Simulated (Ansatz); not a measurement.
A run for Ansatz (a first-principles code): R-SVWN5/def2-TZVPP on CH5BO (SMILES CBO), a point of a torsion scan.

Ansatz 0.2 input:
```yaml
crystal:
  periodic: [false, false, false]
  atoms:
    - {symbol: C, position_ang: [0.85623232, -0.19343153, 0.02046747]}
    - {symbol: B, position_ang: [-0.55679641, 0.53308929, 0.03555380]}
    - {symbol: O, position_ang: [-1.68503180, -0.06044504, 0.41854578]}
    - {symbol: H, position_ang: [1.27156174, -0.20439180, -0.98544819]}
    - {symbol: H, position_ang: [1.57424194, 0.34272786, 0.63771233]}
    - {symbol: H, position_ang: [0.82103493, -1.22342574, 0.37349016]}
    - {symbol: H, position_ang: [-0.67126115, 1.65203615, -0.30121785]}
    - {symbol: H, position_ang: [-1.62100781, -0.97572757, 0.69894353]}
basis:
  gaussian:
    orbitals: def2-TZVPP
hamiltonian:
  xc: {name: SVWN5}
scf: {lower_state_search: off}
```

Program output:

```
WARN ansatz: RAYON_NUM_THREADS=2 ignored (pool sized by the plan → 2); use --threads N
Functional definition: SVWN5
these checks for a lower state are left out or cut short: stability, starts, cluster_reference, orbital_swaps, neighbouring_geometries, increment
integrals: 0.05 GiB planned
795 factors; their error is unknown
mean field: 0.50 GiB planned
mean field evaluation 1: about -3799.0663 eV, gradient 7.9e1 eV
mean field evaluation 2: about -3775.5057 eV, gradient 1.3e2 eV
mean field evaluation 4: about -3811.3977 eV, gradient 1.1e1 eV
mean field evaluation 8: about -3811.6451 eV, gradient 4.0e-1 eV
mean field evaluation 16: about -3811.6453 eV, gradient 3.8e-6 eV
mean field -3811.64529496 eV, -140.0753809638 hartree, gradient 1.8e-6 eV, S^2 0.000000; 0 other end points of the search recorded, 0 dependent functions left out
reference -3811.64533037 eV, -140.0753822652 hartree; 12, 12 occupied and 151, 151 virtual orbitals, 795 factors
Total energy: -3811.64533037 eV, -140.0753822652 hartree
Checks for a lower state left out: stability, starts, cluster_reference, orbital_swaps, neighbouring_geometries, increment
```

The calculation finished and met its thresholds.

Cost: roughly 0.7 core-seconds.
